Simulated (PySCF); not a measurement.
C5H3F3.
InChI=1S/C5H3F3/c6-5(7,8)3-4-1-2-4/h1-3H

Method: PySCF, PBE0-D3(BJ)/def2-SVP geometry optimisation, gas phase.

Masses are those of the commonest isotopes; rigid-rotor values at the optimised geometry. 

Problem. Give the principal moments of inertia and the rotational constants in MHz.

Solution. Ia = 105.78, Ib = 395.94, Ic = 414.44 u·Å²; 505379 MHz·u·Å²/I gives A = 4778, B = 1276, C = 1219 MHz.

Problem. Classify the top.

Solution. A near-prolate asymmetric top. Ray's parameter κ = (2B − A − C)/(A − C) = -0.968; −1 is the prolate and +1 the oblate limit.

Problem. Is it planar, by Δ = Ic − Ia − Ib?

Solution. Not planar: Δ = Ic − Ia − Ib = -87.28 u·Å². For a rigid frame Δ = −2 Σ m c², so Σ m c² = 43.64 u·Å² lies off the ab plane: 0.00 from hydrogen and 43.64 from heavier atoms. The atom farthest from that plane is 1.08 Å away.

Problem. Give the other two planar moments, Paa and Pbb, and the rms extents of the mass along the axes.

Solution. Paa = Σ m a² = (Ib + Ic − Ia)/2 = 352.30 and Pbb = Σ m b² = (Ia + Ic − Ib)/2 = 62.14 u·Å². With the mass M = 120.02 u, the rms extents √(P/M) along a, b and c are 1.71, 0.72, 0.60 Å.

Problem. Where do the levels up to J = 2 lie, in MHz?

Solution. Above 0(0,0):
J = 1: 1(0,1) 2496, 1(1,1) 5997, 1(1,0) 6054
J = 2: 2(0,2) 7487, 2(1,2) 10932, 2(1,1) 11103, 2(2,1) 21606, 2(2,0) 21607

Problem. Predict some low-J microwave lines.

Solution. The dipole components are |μa| = 4.59 D, |μb| = 0.09 D, |μc| = 0.00 D; the mirror of this Cs structure is the ab plane, so μc vanishes by symmetry and there are no c-type lines. Intensities carry the squares of the components, which stand as 1.00 : 0.00 (a : b). Some lines, for components of 0.1 D or more:

```
type  branch         J(Ka,Kc)   MHz  lower level (cm⁻¹)
   a       Q  3(1,2) ← 3(1,3)   342               0.612
   a       R  1(0,1) ← 0(0,0)  2496               0.000
   a       R  2(1,2) ← 1(1,1)  4935               0.200
   a       R  2(0,2) ← 1(0,1)  4991               0.083
   a       R  2(1,1) ← 1(1,0)  5049               0.202
   a       R  3(1,3) ← 2(1,2)  7402               0.365
   a       R  3(0,3) ← 2(0,2)  7485               0.250
   a       R  3(2,2) ← 2(2,1)  7487               0.721
   a       R  3(2,1) ← 2(2,0)  7490               0.721
   a       R  3(1,2) ← 2(1,1)  7573               0.370
```

Problem. Estimate the classical rotational partition function at 25 K, 50 K and 100 K.

Solution. Point group Cs, symmetry number σ = 1; q = (√π/σ)·√((kT/h)³/(ABC)), k/h = 20836.6 MHz/K: 7730 at 25 K, 21900 at 50 K, 61800 at 100 K.

No PBE0-D3(BJ)/def2-SVP frequencies stand behind this structure, so it isn't proved a minimum. Zero-point vibration and centrifugal distortion are left out.

Time: 60 s; peak memory 0.50 GiB. Hardware: one thread of an Arm Neoverse V2, shared host with 96 logical CPUs at a one-minute load of 49. These figures are those of the optimisation.

Conformer computed: `[F:1][C:2]([F:3])([F:4])[CH:5]=[C:6]1[CH:7]=[CH:8]1`: F1–C2–C5–C6 -119°.
